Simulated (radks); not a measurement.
Problem. These are the eigenvalues of the occupied orbitals of an atom or ion with whole-number occupations (eV). Calculated with a radial shooting solver on a logarithmic mesh with Libxc functionals: scalar-relativistic Kohn-Sham, r2SCAN, spin-unpolarised, spherical densities, finite nucleus; meta-GGA in the generalised Kohn-Sham scheme; Fermi nuclear charge, rms radius of each element as measured or else 0.836 A^(1/3) + 0.57 fm.

1s: -14471.98
2s: -2155.119
2p: -1935.879
3s: -521.5401
3p: -449.8536
3d: -333.4242

Which element is it, and in what charge state? The configuration may be excited.

Solution. Z = 36, krypton, charge +11: Kr11+ in [Ar] 3d7. The list shows which subshells hold electrons but not how many an open one holds; the 1s level, -531.84 hartree, gives Z - s = 32.6 by -(Z - s)^2/2, which with screening and relativity narrows Z to a few neighbours, and the depths of the outer levels then fix element, charge and occupations together.
